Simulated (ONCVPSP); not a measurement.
**Configuration tests for arsenic (ONCV)**

* Element: As (Z = 33)
* Generator: ONCVPSP 4.0.1
* Type: optimised norm-conserving Vanderbilt (ONCV)
* Functional: LDA (Perdew-Zunger)
* Relativity: scalar-relativistic
* Frozen core: [Ne]
* Valence charge: 23
* Reference configuration: 3s2 3p6 3d10 4s2 (charge +3)
* Partial waves: 3s+4s: rc 1.15 bohr, ncon 4, nbas 7, qcut 8.1 1/bohr, 2 projectors; 3p: rc 0.65 bohr, ncon 4, nbas 7, qcut 13.3 1/bohr, 2 projectors, debl 2.9 Ha; 3d: rc 0.75 bohr, ncon 3, nbas 8, qcut 25.4 1/bohr, 2 projectors, debl 2.8 Ha
* Local potential: polynomial inside 0.55 bohr (lpopt 5, dvloc0 0 Ha)
* Core correction: none

In the p channel the program set the typed energies aside and used -6.172, 0.250 Ha.

Energies are relative to the spin-unpolarised reference configuration 3s2 3p6 3d10 4s2; without spin polarisation the order of configurations can differ from experiment.

```tsv
valence configuration	charge	ΔE all-electron (eV)	error AE − PS (meV)
3s2 3p6 3d10 4s2 4p3	0	-55.528	+7.1
3s2 3p6 3d10 4s2 4p2	+1	-46.203	+5.9
```

Task: What are ΔE and the potential's error for 3s2 3p6 3d10 4s2 4p1?

Result: ΔE = -28.040 eV all-electron; the error (AE − PS) is +3.4 meV.

Task: What are ΔE and the potential's error for 3s1 3p6 3d10 4s2 4p3?

Result: ΔE = 144.953 eV all-electron; the error (AE − PS) is -376 meV.
